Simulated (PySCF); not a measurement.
C2H3O2, SMILES [O]C(=O)C (connectivity only; charge and spin as stated), charge -1, multiplicity 1. Atoms are numbered in the order given.

```xyz
7

C     -1.3290    -0.2733    -0.0168
C      0.2051     0.0362    -0.0012
O      0.9806    -0.9632    -0.0490
O      0.5040     1.2647     0.0668
H     -1.7745     0.0338     0.9527
H     -1.5295    -1.3503    -0.1824
H     -1.8288     0.3275    -0.8044
```
Charge -1, spin multiplicity 1.

Geometry: PBE-D3(BJ)/def2-SVPD. The multiplicity is an assumed one; other spin states were not compared. The isomer is the one that the SMILES or the coordinates give; other isomers of the formula were not compared.

These are M06-2X/def2-TZVPD run with PySCF values and carry that method's errors.

Gas-phase values at a fixed geometry.

Computed frontier levels, gap, dipole moment and polarisability:
```
Item                                                               Value
------------------------------------------------  ----------------------
highest occupied level                                          -2.95 eV
lowest empty level                                               4.20 eV
orbital gap                                                      7.16 eV
dipole moment about the centre of nuclear charge                  3.82 D
mean static polarisability                          43.9 bohr³ (6.50 Å³)
polarisability, principal values                  33.4, 48.5, 49.7 bohr³
```
